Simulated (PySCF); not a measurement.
Compound: C4H6Se.
SMILES: `C1=CC[Se]C1`

Method: PySCF 2.14.0, density-fitted response routines, TDDFT CAM-B3LYP/def2-SVPD, vertical, gas phase, core orbitals frozen in the response. Isolated species at its PBE0-D3(BJ)/def2-SVP geometry, gas phase. Relativistic effects, spin–orbit coupling among them, are left out although an element past zinc is present.

Task: What does the calculation give for the low-lying excited states?

Result: 

```json
{"state": "S1", "E (eV)": "4.42", "ν̃ (cm⁻¹)": "35670", "f": "0.0000", "|μ| (D)": "0.01", "symmetry": "–", "main configurations (H = HOMO, L = LUMO)": "H→L (83%), H→L+5 (12%)"}
{"state": "S2", "E (eV)": "5.57", "ν̃ (cm⁻¹)": "44920", "f": "0.028", "|μ| (D)": "1.15", "symmetry": "B1 or B2", "main configurations (H = HOMO, L = LUMO)": "H→L+3 (77%), H→L+1 (15%)"}
{"state": "S3", "E (eV)": "5.58", "ν̃ (cm⁻¹)": "44990", "f": "0.0089", "|μ| (D)": "0.65", "symmetry": "B1 or B2", "main configurations (H = HOMO, L = LUMO)": "H→L+2 (87%), H→L+1 (11%)"}
{"state": "S4", "E (eV)": "5.81", "ν̃ (cm⁻¹)": "46890", "f": "0.025", "|μ| (D)": "1.06", "symmetry": "B1 or B2", "main configurations (H = HOMO, L = LUMO)": "H→L+1 (67%), H→L+3 (12%), H→L+2 (11%)"}
{"state": "S5", "E (eV)": "6.44", "ν̃ (cm⁻¹)": "51970", "f": "0.039", "|μ| (D)": "1.27", "symmetry": "A1", "main configurations (H = HOMO, L = LUMO)": "H→L+4 (99%)"}
{"state": "S6", "E (eV)": "6.59", "ν̃ (cm⁻¹)": "53120", "f": "0.0000", "|μ| (D)": "0.02", "symmetry": "–", "main configurations (H = HOMO, L = LUMO)": "H→L+5 (65%), H→L (16%), H→L+7 (14%)"}
{"state": "S7", "E (eV)": "6.79", "ν̃ (cm⁻¹)": "54780", "f": "0.0001", "|μ| (D)": "0.05", "symmetry": "–", "main configurations (H = HOMO, L = LUMO)": "H-1→L (85%)"}
{"state": "S8", "E (eV)": "7.01", "ν̃ (cm⁻¹)": "56510", "f": "0.0000", "|μ| (D)": "0.02", "symmetry": "–", "main configurations (H = HOMO, L = LUMO)": "H-1→L+1 (58%), H→L+6 (21%), H-1→L+2 (9%)"}
{"state": "S9", "E (eV)": "7.10", "ν̃ (cm⁻¹)": "57230", "f": "0.044", "|μ| (D)": "1.28", "symmetry": "B1 or B2", "main configurations (H = HOMO, L = LUMO)": "H-1→L+2 (61%), H-2→L (23%), H-1→L+1 (10%)"}
{"state": "S10", "E (eV)": "7.20", "ν̃ (cm⁻¹)": "58040", "f": "0.0001", "|μ| (D)": "0.05", "symmetry": "–", "main configurations (H = HOMO, L = LUMO)": "H→L+8 (36%), H→L+6 (26%), H-1→L+1 (12%)"}
```

Triplets, Tamm–Dancoff:

| state | E (eV) | λ (nm) | main configurations (H = HOMO, L = LUMO) |
| --- | --- | --- | --- |
| T1 | 3.98 | 311.4 | H→L (77%), H→L+5 (15%) |
| T2 | 4.31 | 287.8 | H-1→L+2 (74%), H-1→L+1 (12%), H→L+2 (9%) |
| T3 | 5.02 | 246.9 | H→L+3 (70%), H→L+9 (11%) |
| T4 | 5.53 | 224.3 | H→L+1 (71%), H→L+2 (10%) |

The lowest singlet lies at 4.42 eV (280 nm, ultraviolet) and is dark (f under 0.0005); its leading configuration is HOMO→LUMO (83%). The most intense listed level is S9 at 7.10 eV (175 nm, f = 0.044), 2.67 eV above S1. S2/S3 lie within about 0.01 eV of each other. Löwdin shares by element: HOMO selenium 70%, carbon 20% or more; LUMO selenium 73%, carbon 13% or more. Weighted by f, the mean energy of these states is 6.31 eV. Of the 10 states listed, 4 reach f = 0.01 and 5 stay under 0.0005. Orbital energies (eV): HOMO-3 -11.07, HOMO-2 -9.96, HOMO-1 -8.84, HOMO -7.30, LUMO 0.84, LUMO+1 1.33, LUMO+2 1.33. The vertical ionisation energy (ΔSCF) is 8.25 eV, 1.05 eV above S10. Symmetry labels in C2v follow from the direction of the transition dipole and are given only for states with f of 0.002 or more; B1 and B2 swap with the choice of axes. The window holds the lowest 10 singlets.
